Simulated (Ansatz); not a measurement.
AlF2H2N, SMILES `[NH2][Al]([F])[F]`. The species carries charge 0 and has multiplicity 1. The geometry is a stationary point of PBE0-D4/def2-TZVP. It is one conformer, not always the lowest.

```xyz
6

N     0.853   -0.281    0.345
Al   -0.694    0.229   -0.281
F    -2.088   -0.257    0.434
F    -0.786    1.203   -1.597
H     0.974   -0.876    1.147
H     1.741   -0.018   -0.047
```

Task: What is the dipole moment at ωB97M-V/def2-TZVPP? (Estimate.)

Result: Computed: 2.51 D, with components (2.23, -0.73, 0.90) D in this frame, pointing from negative to positive charge.

Task: And with PBE, r2SCAN, B3LYP? (Best estimate.)

Result: Ansatz gave: PBE 2.53 D, r2SCAN 2.53 D, B3LYP 2.55 D.

Task: Give the Mulliken charges with ωB97M-V, PBE, B3LYP in def2-TZVPP. (Best estimate.)

Result: Ansatz gave: 
```json
{"atom": "N1", "ωB97M-V": "-0.38", "PBE": "-0.40", "B3LYP": "-0.42"}
{"atom": "Al2", "ωB97M-V": "0.83", "PBE": "0.73", "B3LYP": "0.84"}
{"atom": "F3", "ωB97M-V": "-0.35", "PBE": "-0.32", "B3LYP": "-0.36"}
{"atom": "F4", "ωB97M-V": "-0.35", "PBE": "-0.32", "B3LYP": "-0.36"}
{"atom": "H5", "ωB97M-V": "0.12", "PBE": "0.16", "B3LYP": "0.15"}
{"atom": "H6", "ωB97M-V": "0.12", "PBE": "0.16", "B3LYP": "0.15"}
```

B3LYP here is the variant with VWN-RPA as its local correlation; programs differ in this.
